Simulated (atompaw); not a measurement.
**u(r) = r·R(r): atom against pseudo-atom (chromium)**

Columns: radius, all-electron u(r) and pseudo u(r) of the 4p shell (level -13.45 eV) of chromium in the configuration [Ar] 3d4 4s0 4p0; PBE, scalar-relativistic, PAW (atompaw) scheme, atompaw 4.2.0.5.

```json
{"r (bohr)": "0.115", "all-electron": "0.1548", "pseudo": "0.0016"}
{"r (bohr)": "0.231", "all-electron": "0.1203", "pseudo": "0.0064"}
{"r (bohr)": "0.346", "all-electron": "-0.0361", "pseudo": "0.0145"}
{"r (bohr)": "0.462", "all-electron": "-0.1814", "pseudo": "0.0259"}
{"r (bohr)": "0.577", "all-electron": "-0.2658", "pseudo": "0.0405"}
{"r (bohr)": "0.692", "all-electron": "-0.2883", "pseudo": "0.0585"}
{"r (bohr)": "0.808", "all-electron": "-0.2616", "pseudo": "0.0800"}
{"r (bohr)": "0.923", "all-electron": "-0.2023", "pseudo": "0.1047"}
{"r (bohr)": "1.038", "all-electron": "-0.1239", "pseudo": "0.1328"}
{"r (bohr)": "1.154", "all-electron": "-0.0355", "pseudo": "0.1645"}
{"r (bohr)": "1.269", "all-electron": "0.0543", "pseudo": "0.1989"}
{"r (bohr)": "1.385", "all-electron": "0.1425", "pseudo": "0.2366"}
{"r (bohr)": "1.500", "all-electron": "0.2247", "pseudo": "0.2765"}
{"r (bohr)": "1.615", "all-electron": "0.2999", "pseudo": "0.3183"}
{"r (bohr)": "1.731", "all-electron": "0.3678", "pseudo": "0.3618"}
{"r (bohr)": "1.846", "all-electron": "0.4267", "pseudo": "0.4053"}
{"r (bohr)": "1.962", "all-electron": "0.4777", "pseudo": "0.4486"}
{"r (bohr)": "2.077", "all-electron": "0.5200", "pseudo": "0.4895"}
{"r (bohr)": "2.192", "all-electron": "0.5545", "pseudo": "0.5272"}
{"r (bohr)": "2.308", "all-electron": "0.5818", "pseudo": "0.5606"}
{"r (bohr)": "2.423", "all-electron": "0.6020", "pseudo": "0.5877"}
{"r (bohr)": "2.538", "all-electron": "0.6160", "pseudo": "0.6079"}
{"r (bohr)": "2.654", "all-electron": "0.6243", "pseudo": "0.6209"}
{"r (bohr)": "2.769", "all-electron": "0.6274", "pseudo": "0.6265"}
{"r (bohr)": "2.885", "all-electron": "0.6260", "pseudo": "0.6259"}
{"r (bohr)": "3.000", "all-electron": "0.6205", "pseudo": "0.6205"}
```

Question: How many radial nodes do the two functions have?

Answer: The all-electron 4p function has n − l − 1 = 2; the pseudo-wave has 0, since the states of the same l below it are removed with the core.

Question: Is the pseudo-wave norm-conserving?

Answer: No, it belongs to a PAW set: the norm inside the radius is not constrained, and the difference is carried by the augmentation charge.
